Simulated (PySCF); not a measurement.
Ligand exchange on a metal centre used in film growth or etching (Hf Cl-Br). Gas-phase values, no solvent.

The HOMO–LUMO gap from two functionals at the same geometries (BP86-D3(BJ)/def2-SVP), both in PySCF: PBE-D3(BJ)/def2-TZVP and TPSSh-D3(BJ)/def2-TZVP. 

| species | PBE-D3(BJ)/def2-TZVP (eV) |
|---|---|
| 0 of 4 Cl replaced by Br ([Hf(Cl)4]) | 5.26 |
| 3 of 4 Cl replaced by Br | 4.50 |
| 4 of 4 Cl replaced by Br ([Hf(Br)4]) | 4.46 |

Problem. What does TPSSh-D3(BJ)/def2-TZVP give for each?

Solution. 
- 0 of 4 Cl replaced by Br ([Hf(Cl)4]): 6.31
- 3 of 4 Cl replaced by Br: 5.46
- 4 of 4 Cl replaced by Br ([Hf(Br)4]): 5.42
Over these rows, drawn at random from the members with no instability flagged (it was tested for open shells, ions and some series alone), PBE minus TPSSh-D3(BJ): mean -0.99 eV, from -1.05 eV to -0.96 eV.
